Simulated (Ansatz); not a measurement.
`C[CH2][SnH2][F]` + arsine → `[F][SnH2][AsH2]` + ethane at 400 K and 1 bar (ligand exchange at the Sn–C bond).

Calculated with Ansatz (gas phase, PBE0-D4/def2-TZVP geometries, no zero-point term in ΔE). CBS: MP2 limit from def2 TZ/QZ plus the TZ coupled-cluster correction, frozen cores. This one scheme is used for every species. Elements past krypton have def2 core potentials. For As, Sn outer-core shells are correlated without core-valence functions, which leaves a few kJ/mol of doubt a bond. Scalar relativity is left out up to krypton. Each species was taken in one conformer, which may not be the lowest.

```csv
species,CCSD(T)/CBS energy (Eh),H − E (kJ/mol),S (J/(mol·K))
`C[CH2][SnH2][F]`,-394.15776,243.6,385.7
`[AsH3]`,-2236.79077,72.0,234.9
`[F][SnH2][AsH2]`,-2551.25762,110.7,376.8
`CC`,-79.71954,213.5,244.3
```

H − E and S are ideal-gas, rigid-rotor, harmonic terms from PBE0-D4/def2-TZVP, for one conformer and one mirror image of each species. 1 Eh = 2625.50 kJ/mol, R = 8.31446 J/(mol·K).

Problem. By hand: ΔE, ΔH, ΔS and ΔG.

Solution. ΔE = (-2551.25762) + (-79.71954) − (-394.15776) − (-2236.79077) = -0.02863 Eh = -75.2 kJ/mol. Δ(H − E) = 110.7 + 213.5 − 243.6 − 72.0 = 8.6, so ΔH = -66.6 kJ/mol. ΔS = 376.8 + 244.3 − 385.7 − 234.9 = 0.5 J/(mol·K). ΔG = -66.6 − 400 × (0.5)/1000 = -66.8 kJ/mol.

Problem. By hand: the equilibrium constant, and the temperature at which ΔG would vanish if ΔH and ΔS stayed fixed.

Solution. log₁₀ K = −ΔG/(RT ln 10) = 8.7. ΔH and −TΔS have one sign here, so there is no such temperature.

The number of gas molecules stays the same, so ΔS is small and ΔH decides. A doubt of 5 kJ/mol in ΔE shifts log₁₀ K by 0.7 here. Other conformers and mirror images would add mixing entropy, several J/(mol·K) or more a flexible species. Modes under 60 cm⁻¹, often nearly free rotors, make the harmonic entropy too high. These are equilibria of isolated gas molecules and say nothing of rates. Largest T1 diagnostic: 0.013 (customary marks: 0.02 for closed shells, 0.045 for open ones).

ΔS is within the doubt of such terms, so its sign, and with it that verdict, could turn.
